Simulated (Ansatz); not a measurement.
Job for Ansatz (a program for electronic structure): U-B3LYP/def2-TZVPP on AlBrH2 (SMILES [AlH2][Br]), a point of a bond scan (R = 2.119 Å).

Ansatz 0.2 input:
```yaml
crystal:
  periodic: [false, false, false]
  atoms:
    - {symbol: Al, position_ang: [-0.83541046, -1.29867282, 0.20638148]}
    - {symbol: H, position_ang: [-0.14560838, -2.69027326, 1.64735377]}
    - {symbol: H, position_ang: [-2.12574011, -1.47940621, -0.66846947]}
    - {symbol: Br, position_ang: [0.38030063, 0.59118974, -0.09395023]}
basis:
  gaussian:
    orbitals: def2-TZVPP
hamiltonian:
  xc: {name: B3LYP}
magnetization: {spin_polarized: true, initial_magnetization: 0}
```

Program output:

```
WARN ansatz: RAYON_NUM_THREADS=1 ignored (pool sized by the plan → 1); use --threads N
Functional definition: B3LYP
integrals: 0.04 GiB planned
824 factors; their error is unknown
mean field: 0.53 GiB planned
mean field evaluation 1: about -76676.7945 eV, gradient 9.9e0 eV
mean field evaluation 2: about -76677.0716 eV, gradient 7.8e0 eV
mean field evaluation 4: about -76677.4660 eV, gradient 3.0e-1 eV
mean field evaluation 8: about -76677.8181 eV, gradient 2.0e-2 eV
mean field -76677.81807446 eV, -2817.8578401447 hartree, gradient 1.0e-5 eV, S^2 0.000000; 0 other end points of the search recorded, 0 dependent functions left out
reference -76677.81830911 eV, -2817.8578487679 hartree; 25, 25 occupied and 93, 93 virtual orbitals, 824 factors
Total energy: -76677.81830911 eV, -2817.8578487679 hartree
```

The calculation finished and met its thresholds.

Cost: very roughly 5 core-seconds.
